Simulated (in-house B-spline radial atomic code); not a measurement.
Orbital energies and mean radii along the 38-electron series, configuration [Kr] 4d2. The effective charge is n√(-2ε), a non-relativistic measure. Computed with a radial B-spline atomic code at the basis-set limit: non-relativistic Hartree-Fock, average of the configuration, point nuclei.

This level leaves out relativity, spin-orbit splitting included, which matters for heavy ions.

```tsv
ion	Z	energy of 4s (Eh)	mean radius of 4s (bohr)	energy of 2p (Eh)	mean radius of 2p (bohr)	energy of 2s (Eh)	mean radius of 2s (bohr)	effective charge of 4s
Gd26+	64	-40.022	0.53576	-299.82	0.085573	-314.01	0.10076	35.787
Tb27+	65	-42.374	0.52372	-311.98	0.084146	-326.44	0.099107	36.823
Dy28+	66	?	?	?	?	?	?	?
Ho29+	67	?	?	?	?	?	?	?
Er30+	68	-49.809	0.49073	-349.96	0.080134	-365.22	0.094469	39.923
Tm31+	69	-52.413	0.48066	-363.13	0.07888	-378.65	0.093017	40.954
```

Question: Fill in the row of Dy28+.

Answer: energy of 4s (Eh): -44.789; mean radius of 4s (bohr): 0.51223; energy of 2p (Eh): -324.39; mean radius of 2p (bohr): 0.082765; energy of 2s (Eh): -339.11; mean radius of 2s (bohr): 0.097512; effective charge of 4s: 37.858.

Question: Fill in the row of Ho29+.

Answer: energy of 4s (Eh): -47.267; mean radius of 4s (bohr): 0.50124; energy of 2p (Eh): -337.05; mean radius of 2p (bohr): 0.081429; energy of 2s (Eh): -352.04; mean radius of 2s (bohr): 0.095967; effective charge of 4s: 38.892.

Question: How does the screening of 4s change?

Answer: Z less the effective charge goes from 28.21 at Z = 64 to 28.05 at Z = 69.
